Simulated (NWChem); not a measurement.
Molecule: SiNH$_{4}$, doublet; SMILES [NH][SiH3]

All runs: NWChem. Pople sets run with spherical d functions. Spin-unrestricted. No stability test was run on the SCF state. Level UHF/6-31G*: optimisations from one semi-empirical or force-field start; each run changes one setting, and all end within 0.3 mHa of each other.

```tsv
setting	optimisation steps
redundant internal coordinates, default thresholds	7
loose thresholds	4
no line search	6
Cartesian coordinates	7
symmetry off	7
```
